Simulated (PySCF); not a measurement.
SMILES C=C[Si](Br)(C)C (C₄H₉BrSi), GFN2-xTB optimised geometry.

```
15

C     -1.19    -1.07     2.78
C     -1.57    -1.37     1.55
Si    -0.84    -0.58     0.00
C      1.06    -0.58     0.00
C     -1.58    -1.35    -1.57
Br    -1.45     1.59     0.00
H     -0.42    -0.34     2.99
H     -1.63    -1.54     3.65
H     -2.35    -2.10     1.41
H      1.45    -0.06    -0.87
H      1.45    -1.59    -0.01
H      1.45    -0.08     0.88
H     -2.66    -1.27    -1.57
H     -1.21    -0.86    -2.46
H     -1.33    -2.40    -1.64
```

Density from PBE0/def2-TZVP run with PySCF at that geometry.

Minimum of the electron density along straight lines between bonded atoms, close to the bond critical point (lines longer than 1.1 times the sum of covalent radii, or with two minima, are not listed):

```tsv
bond	length / Å	ρ at the minimum / e bohr⁻³	∇²ρ there / e bohr⁻⁵	position (fraction from the first atom)
C1–C2	1.324	0.355	-1.10	0.51
C2–Si3	1.886	0.121	0.17	0.61
Si3–C4	1.897	0.119	0.14	0.39
Si3–C5	1.896	0.120	0.15	0.39
Si3–Br6	2.260	0.083	0.07	0.35
C1–H7	1.078	0.289	-1.04	0.65
C1–H8	1.079	0.288	-1.03	0.65
C2–H9	1.083	0.282	-0.98	0.64
C4–H10	1.087	0.275	-0.92	0.64
C4–H11	1.086	0.275	-0.92	0.64
C4–H12	1.087	0.275	-0.92	0.64
C5–H13	1.087	0.275	-0.92	0.64
C5–H14	1.087	0.275	-0.92	0.64
C5–H15	1.086	0.274	-0.92	0.64
```
